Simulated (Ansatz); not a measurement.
One change: `[OH][Al]([O][SiH3])[O][SiH3]` becomes `[OH][Al]([Br])[O][SiH3]`.

Ansatz, PBE0-D4/def2-TZVP geometries, multiplicity 1. Each molecule was computed in one conformer, which needn't be the lowest.

Scalar relativity is left out up to krypton.

```tsv
property	`[OH][Al]([O][SiH3])[O][SiH3]`
LUMO energy (PBE/def2-TZVPP) / eV	-1.71
HOMO energy (PBE0/def2-TZVPP) / eV	-8.68
LUMO energy (B3LYP/def2-TZVPP) / eV	-1.12
HOMO energy (PBE/def2-TZVPP) / eV	-7.23
HOMO–LUMO gap (ωB97M-V/def2-TZVPP) / eV	11.73
LUMO energy (PBE0/def2-TZVPP) / eV	-0.84
```

Problem. Give the same properties after the change, and the shifts. (Best estimate.)

Solution. The calculation gave: 
```csv
property,`[OH][Al]([Br])[O][SiH3]`,shift
LUMO energy (PBE/def2-TZVPP) / eV,-1.82,-0.11
HOMO energy (PBE0/def2-TZVPP) / eV,-8.63,0.05
LUMO energy (B3LYP/def2-TZVPP) / eV,-1.25,-0.13
HOMO energy (PBE/def2-TZVPP) / eV,-7.28,-0.05
HOMO–LUMO gap (ωB97M-V/def2-TZVPP) / eV,11.53,-0.20
LUMO energy (PBE0/def2-TZVPP) / eV,-0.97,-0.13
```

With PBE0 the HOMO rises by 0.05 eV and the LUMO falls by 0.13 eV, so the gap narrows by about 0.18 eV. PBE moves the HOMO by -0.05 eV and ωB97M-V by 0.12 eV.

B3LYP here is the variant with VWN-RPA as its local correlation; programs differ in this.

Spin–orbit coupling is left out; it splits and shifts lone-pair levels of the heavy atoms by tenths of an eV.
